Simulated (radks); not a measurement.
Question: Coulomb parameter of the 4f shell of the terbium ion Tb3+ in the model configuration [Xe] 4f7 6s1, as a second difference U = [E(n + 1) + E(n - 1) - 2 E(n)] / (1)^2 with all orbitals relaxed. "Bare": the charge of the atom changes with n. "Screened": the 6s shell takes up the change at fixed total charge, which measures U(4f,4f) + U(6s,6s) - 2 U(4f,6s). All-electron calculation, scalar-relativistic Kohn-Sham, LDA (Slater exchange, Perdew-Wang correlation), spin-unpolarised, spherical densities, finite nucleus; Fermi nuclear charge, rms radius 5.06 fm. Program: a radial shooting solver on a logarithmic mesh with Libxc functionals. Estimate both.

Answer: U(bare) = 20.353 eV, U(screened by 6s) = 8.609 eV, against the Slater integral F0(4f,4f) = 32.140 eV with frozen orbitals.
